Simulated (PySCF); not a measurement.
CH6Cl2Si2, SMILES [SiH3]C[SiH](Cl)Cl. Atoms are numbered in the order given.

```xyz
11

Si    -1.7219    -1.5604     0.4536
C     -0.3578    -1.2811    -0.8298
Si     0.7247     0.2106    -0.6155
Cl    -0.4376     1.9203    -0.6744
Cl     1.6806     0.1124     1.2160
H     -2.4845    -2.7928     0.0926
H     -2.6565    -0.3988     0.4719
H     -1.1251    -1.7382     1.8084
H     -0.8253    -1.2133    -1.8298
H      0.2980    -2.1715    -0.8443
H      1.7692     0.3411    -1.6610
```

The structure is a stationary point at r2SCAN-D4/def2-SVP. The values are those of a single conformer.

Level of theory: TDA-B3LYP/def2-SVPD in PySCF.

Vertical excitations. Gas-phase values at a fixed geometry.

Problem. List the lowest excited states. (The exact figures need the calculation; the answer reports its results.)

Solution. 
| state | energy (eV) | λ (nm) | f | main pairs |
|---|---|---|---|---|
| S1 | 7.34 | 169 | 0.005 | HOMO→LUMO 93 % |
| S2 | 7.62 | 163 | 0.000 | HOMO→LUMO+2 94 % |
| S3 | 7.76 | 160 | 0.038 | HOMO−1→LUMO 84 % |
| S4 | 7.79 | 159 | 0.020 | HOMO→LUMO+1 92 % |
| S5 | 7.85 | 158 | 0.004 | HOMO−2→LUMO 85 % |
| S6 | 8.04 | 154 | 0.032 | HOMO−3→LUMO 57 %, HOMO−1→LUMO+2 24 % |
| S7 | 8.06 | 154 | 0.006 | HOMO−1→LUMO+2 66 %, HOMO−3→LUMO 26 % |
| S8 | 8.13 | 152 | 0.009 | HOMO−1→LUMO+1 92 % |
| S9 | 8.16 | 152 | 0.068 | HOMO→LUMO+3 70 %, HOMO−3→LUMO+1 15 % |
| S10 | 8.25 | 150 | 0.029 | HOMO−2→LUMO+2 87 % |
| T1 | 7.02 | 177 | 0 | HOMO→LUMO 85 % |
| T2 | 7.22 | 172 | 0 | HOMO−1→LUMO 84 % |
| T3 | 7.27 | 171 | 0 | HOMO→LUMO+2 73 %, HOMO−2→LUMO 14 % |
| T4 | 7.50 | 165 | 0 | HOMO→LUMO+1 64 %, HOMO−3→LUMO 13 % |
Triplets are in the Tamm–Dancoff approximation.
